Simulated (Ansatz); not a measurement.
CH₆BClGe (`C[BH][GeH2][Cl]`), relaxed with RKS PBE0-D4/def2-TZVP in Ansatz 0.2.0 from a PBE-D4/def2-SVP geometry. The force threshold is 0.005 eV/Å; the program also tests the step.

The species carries charge 0 and has multiplicity 1.

Start:

```xyz
10

C     1.206   -0.174   -0.989
B     0.264    0.770   -0.201
Ge   -1.195    0.022    1.065
Cl   -1.006   -2.177    1.126
H     0.654   -0.280   -1.961
H     2.192    0.255   -1.260
H     1.300   -1.200   -0.584
H     0.300    1.981   -0.349
H    -2.656    0.305    0.612
H    -1.061    0.499    2.540
```

| step | energy (eV) | largest force (eV/Å) | largest move (Å) |
| --- | --- | --- | --- |
| 1 | -70840.2201 | 0.527 | 0.000 |
| 2 | -70840.2495 | 0.149 | 0.041 |
| 3 | -70840.2523 | 0.052 | 0.017 |
| 4 | -70840.2527 | 0.012 | 0.009 |
| 5 | -70840.2528 | 0.007 | 0.009 |
| 6 | -70840.2528 | 0.004 | 0.006 |

End:

```xyz
10

C     1.203   -0.168   -0.997
B     0.263    0.756   -0.198
Ge   -1.194    0.018    1.065
Cl   -1.047   -2.153    1.139
H     0.660   -0.301   -1.951
H     2.163    0.277   -1.266
H     1.336   -1.171   -0.589
H     0.301    1.947   -0.336
H    -2.635    0.310    0.607
H    -1.051    0.485    2.526
```

Run time 19 s (4 threads of an Arm Neoverse V2 on a shared host); peak host memory 0.49 GiB.
